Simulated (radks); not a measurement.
Results of a calculation; reference values are marked as such.
Q: These are the eigenvalues of the occupied orbitals of an atom or ion with whole-number occupations (eV). Code: a radial shooting solver on a logarithmic mesh with Libxc functionals. Model: scalar-relativistic Kohn-Sham, PBEsol, spin-polarised, spherical densities, point nucleus.

orbital  eigenvalue
1s down   -38747.42
1s up     -38747.42
2s up     -6179.243
2s down   -6179.209
2p up     -5540.240
2p down   -5540.215
3s up     -1331.481
3s down   -1331.465
3p up     -1127.465
3p down   -1127.447
3d up     -834.1894
3d down   -834.1621
4s up     -278.8650
4s down   -278.8156
4p up     -212.5011
4p down   -212.4564
4d up     -116.4955
4d down   -116.4496
5s up      -51.7188
5s down    -51.3531
5p up      -35.1586
5p down    -34.6452
5d up      -14.9911

Which element is it, and in what charge state? The configuration may be excited. Open shells, if any, are filled with parallel spins first.

A: Z = 57, lanthanum, charge +2: La2+ in [Xe] 5d1. The list shows which subshells hold electrons but not how many an open one holds; the 1s level, -1423.9 hartree, gives Z - s = 53.4 by -(Z - s)^2/2, which with screening and relativity narrows Z to a few neighbours, and the depths of the outer levels then fix element, charge and occupations together.
